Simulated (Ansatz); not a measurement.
Pb₃S₈. Total charge 0; quintet. Geometry PBE-D4/def2-SVP; atoms count from 1.

```tsv
atom	x (Å)	y (Å)	z (Å)
Pb1	1.141	0.648	1.187
Pb2	-1.233	-2.014	-0.283
Pb3	0.654	0.101	-2.801
S4	-1.801	0.180	-1.840
S5	-0.159	-2.945	2.680
S6	-1.343	1.607	0.453
S7	-0.318	3.487	-1.301
S8	-1.414	-0.164	1.783
S9	1.404	-1.344	-0.647
S10	1.408	2.670	-1.867
S11	1.660	-2.224	2.636
```

In the def2 sets Pb takes a core potential; there is no spin–orbit coupling. At PBE0-D4/def2-SVP a singlet of charge 0 lies 2.29 eV below the quintet, each at its own geometry. The structure comes from a short search, and lower isomers may exist.

**Question.** Estimate the Mulliken populations from the PBE0/def2-SVP orbitals of Ansatz.

**Answer.** 
```csv
atom,charge (e),spin (α − β)
Pb1,0.62,-0.01
Pb2,0.59,0.05
Pb3,0.56,0.01
S4,-0.39,0.52
S5,-0.04,0.86
S6,-0.13,0.48
S7,-0.05,0.77
S8,-0.35,0.01
S9,-0.56,0.04
S10,-0.22,0.40
S11,-0.03,0.87
```
Mulliken values and Mayer orders depend strongly on the basis.

**Question.** Where does the spin sit?

**Answer.** Summed by element: Pb 0.05, S 3.95, of 4 unpaired in all. Largest on single atoms: S11 0.87, S5 0.86, S7 0.77.

**Question.** And the Mayer bond orders between bonded heavy atoms (over 0.3)?

**Answer.** Pb1–S6 0.57 (2.76 Å); Pb1–S8 0.56 (2.75 Å); Pb1–S9 0.69 (2.72 Å); Pb2–S4 0.70 (2.75 Å); Pb2–S8 0.56 (2.78 Å); Pb2–S9 0.65 (2.74 Å); Pb3–S4 0.85 (2.64 Å); Pb3–S9 0.68 (2.70 Å); Pb3–S10 0.51 (2.84 Å); S5–S11 1.76 (1.96 Å); S6–S8 0.85 (2.22 Å); S7–S10 1.45 (1.99 Å). Values over 0.3 also appear between atoms too far apart for a bond (S4–S6 0.40 at 2.74 Å); they arise where an orbital or an unpaired electron spreads over both atoms.
